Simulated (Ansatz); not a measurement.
FGaH6Si2, SMILES [SiH3][Ga]([SiH3])[F]. Atoms are numbered in the order given.

```xyz
10

Ga    -0.1868    -0.1214     0.0174
F     -1.6684    -1.0817     0.1474
Si    -0.5008     1.8820    -1.2963
H      0.7972     2.3430    -1.8805
H     -1.0196     2.9680    -0.4052
H     -1.4824     1.6578    -2.4003
Si     1.6722    -1.1206     1.1935
H      2.6359    -0.0700     1.6480
H      2.3973    -2.0385     0.2582
H      1.2104    -1.9073     2.3766
```
Charge 0, spin multiplicity 1.

The structure is a stationary point at PBE0-D3(BJ)/def2-SVP. The structure was generated by enumeration; whether it is a known compound was not checked.

Two levels are set side by side: PBE-D3(BJ)/def2-SVP (Ansatz, a program for electronic structure) and PBE0-D3(BJ)/def2-SVP (Ansatz). Each level has its own optimised geometry; the coordinates shown are those of the second. Differences are taken from unrounded values.

```tsv
quantity	PBE0-D3(BJ)
mean bond length (Å)	1.731
bond Ga1–F2 (Å)	1.770
bond Ga1–Si3 (Å)	2.416
bond Ga1–Si7 (Å)	2.416
bond Si3–H4 (Å)	1.496
bond Si3–H5 (Å)	1.498
bond Si3–H6 (Å)	1.494
bond Si7–H8 (Å)	1.496
bond Si7–H9 (Å)	1.498
bond Si7–H10 (Å)	1.494
```

Question: What does PBE-D3(BJ) give, and how far is it from PBE0-D3(BJ)? (Estimate from the structure and the level; the computed values follow.)

Answer: 
```csv
quantity,PBE-D3(BJ),PBE-D3(BJ) minus PBE0-D3(BJ)
mean bond length (Å),1.742,0.011
bond Ga1–F2 (Å),1.789,0.019
bond Ga1–Si3 (Å),2.427,0.011
bond Ga1–Si7 (Å),2.427,0.011
bond Si3–H4 (Å),1.507,0.010
bond Si3–H5 (Å),1.508,0.011
bond Si3–H6 (Å),1.504,0.010
bond Si7–H8 (Å),1.507,0.011
bond Si7–H9 (Å),1.508,0.011
bond Si7–H10 (Å),1.504,0.010
```

Exact exchange shortens and stiffens bonds; PBE has none. Differences between two approximate levels are no errors against the true value.
